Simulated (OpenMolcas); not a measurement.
Se III: effect of the basis set

```yaml
Program: OpenMolcas 26.06
Method: RASSCF
Active_space: 4 electrons in 9 orbitals (RAS2 4s 4p; RAS3 4d, at most 2 electrons)
State_averaging: 2S+1 = 3 even, 6 roots; 2S+1 = 1 even, 12 roots; 2S+1 = 5 odd, 1 root; 2S+1 = 3 odd, 8 roots; 2S+1 = 1 odd, 8 roots
Spin-orbit_coupling: RASSI with atomic mean-field integrals over the reference wave functions, term energies averaged over their components
```

A. ANO-RCC-VTZP [6s5p3d1f], DKH2, point nucleus; cost about 50 core-seconds
B. ANO-RCC-VQZP [7s6p4d2f1g], DKH2, point nucleus; cost of the order of 40 core-seconds
C. ANO-R2 [6s6p4d3f1g], X2C, finite nucleus; cost roughly 30 core-seconds
D. ANO-RCC [9s8p6d4f2g], DKH2, point nucleus; cost roughly 50 core-seconds

Energies in cm⁻¹ above 4s² 4p² ³P₀, the measured ground level; measured values from Moore, Atomic Energy Levels, vol. II, NSRDS-NBS 35 (1971 reprint of NBS Circular 467, 1952).

| Level | A | B | C | D | Measured |
| --- | --- | --- | --- | --- | --- |
| 4s² 4p² ³P₀ | 0.0 | 0.0 | 0.0 | 0.0 | 0.0 |
| 4s² 4p² ³P₁ | 1520 | 1477 | 1479 | 1499 | 1741 |
| 4s² 4p² ³P₂ | 3595 | 3506 | 3521 | 3547 | 3937 |
| 4s² 4p² ¹D₂ | 14596 | 14473 | 14932 | 14492 | 13032 |
| 4s² 4p² ¹S₀ | 30255 | 30219 | 30780 | 30227 |  |
| 4s 4p³ ⁵S°₂ | 60527 | 60122 | 61499 | 60181 |  |
| 4s 4p³ ³D°₁ | 89205 | 88932 | 90286 | 88939 |  |
| 4s 4p³ ³D°₂ | 89254 | 88981 | 90336 | 88989 | 92723 |
| 4s 4p³ ³D°₃ | 89630 | 89345 | 90700 | 89361 |  |
| 4s 4p³ ³P°₂ | 104282 | 104053 | 105528 | 104060 |  |
| 4s 4p³ ³P°₀ | 104302 | 104084 | 105474 | 104086 |  |
| 4s 4p³ ³P°₁ | 104383 | 104160 | 105567 | 104166 | 106591 |

Deviations, from unrounded energies. A percentage is the sum of absolute deviations over the sum of measured energies, with the sign that they share, or ± where signs differ.

| Against measurement | Levels | A | B | C | D |
| --- | --- | --- | --- | --- | --- |
| mean absolute deviation (cm-1) | 5 | 1600 | 1700 | 1200 | 1700 |
| fine structure of the ground term (%) | 2 | -9.9 | -12.2 | -11.9 | -11.1 |
| other terms of the ground configuration (%) | 1 | +12.0 | +11.1 | +14.6 | +11.2 |
| other configurations (%) | 2 | -2.8 | -3.1 | -1.7 | -3.1 |

C lies closest to measurement on these levels and B furthest from it. The largest miss of C in the table is 4s 4p³ ³D°₂, by -2400 cm-1. The ranking rests on the paired levels alone, and a cruder setting can come out closer through cancelling errors.

Among A to D the level of the table that moves most is 4s 4p³ ³P°₂, by 1500 cm-1 (lowest in B, highest in C).

Some terms mix strongly with configurations of 4d, whose occupation reaches 0.19 (4s 4p³ ³D°, 4s 4p³ ³P°) (figures for A; the like holds for B, C, D). The run also gave levels led by 4s 4p² 4d, 4s² 4p 4d, which use shells meant for correlation; these and all levels above them are left out (holds for A; B; D). Active for correlation alone: 4d; no level in the range computed is led by a configuration that fills it, so any true level of that kind is missing (holds for C). Measured partners are found by configuration, term and J. A level has none where our copy of the source lacks it or the pairing is in doubt (some pairs that miss far off the trend of their configuration count as doubtful), and it then counts in no deviation. Levels of configurations outside the active space are missing. The table leaves out levels that lie high or whose names do not pair safely across all columns.

° marks odd parity.
